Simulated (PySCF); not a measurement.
Correlation energy of Ar (argon, neutral)

[Ar], closed-shell 1S. All numbers are calculated (PySCF 2.14, no relativity, point nucleus, in aug-cc-pwCVDZ (6s5p3d, 36 functions)). Frozen: 1s2; 16 electrons correlated.

```json
{"level": "CCSD", "correlation energy (mhartree)": "-322.19"}
{"level": "(T)", "correlation energy (mhartree)": "-4.28"}
{"level": "CCSD(T)", "correlation energy (mhartree)": "-326.47"}
```

Diagnostics: T1 = 0.0023, D1 = 0.0046, largest double amplitude 0.039.

Cost of the coupled-cluster step: about 0.8 core-seconds, for 16 correlated electrons.

Iterations:

```
CC2 = 0
CCSD nocc = 8, nmo = 35
frozen orbitals [0]
max_cycle = 100
direct = 0
conv_tol = 1e-08
conv_tol_normt = 1e-06
diis_space = 8
diis_start_cycle = 0
Init t2, MP2 energy = -527.114169423021  E_corr(MP2) -0.313180122069184
Init E_corr(CCSD) = -0.313180122104651
cycle = 1  E_corr(CCSD) = -0.319582803438041  dE = -0.00640268133  norm(t1,t2) = 0.0175244
cycle = 2  E_corr(CCSD) = -0.321646108739837  dE = -0.0020633053  norm(t1,t2) = 0.00509571
cycle = 3  E_corr(CCSD) = -0.322169013721283  dE = -0.000522904981  norm(t1,t2) = 0.00173999
cycle = 4  E_corr(CCSD) = -0.322198944691355  dE = -2.99309701e-05  norm(t1,t2) = 0.000243077
cycle = 5  E_corr(CCSD) = -0.322190361300983  dE = 8.58339037e-06  norm(t1,t2) = 6.56417e-05
cycle = 6  E_corr(CCSD) = -0.322189730071387  dE = 6.31229596e-07  norm(t1,t2) = 9.80932e-06
cycle = 7  E_corr(CCSD) = -0.322190297547519  dE = -5.67476132e-07  norm(t1,t2) = 2.34623e-06
cycle = 8  E_corr(CCSD) = -0.322190262956436  dE = 3.45910836e-08  norm(t1,t2) = 4.29039e-07
cycle = 9  E_corr(CCSD) = -0.3221902519203  dE = 1.10361351e-08  norm(t1,t2) = 7.4257e-08
cycle = 10  E_corr(CCSD) = -0.322190253332286  dE = -1.41198575e-09  norm(t1,t2) = 1.80732e-08
CCSD converged
E(CCSD) = -527.1231795542844  E_corr = -0.3221902533322862
CCSD(T) correction = -0.00427988753887526
```
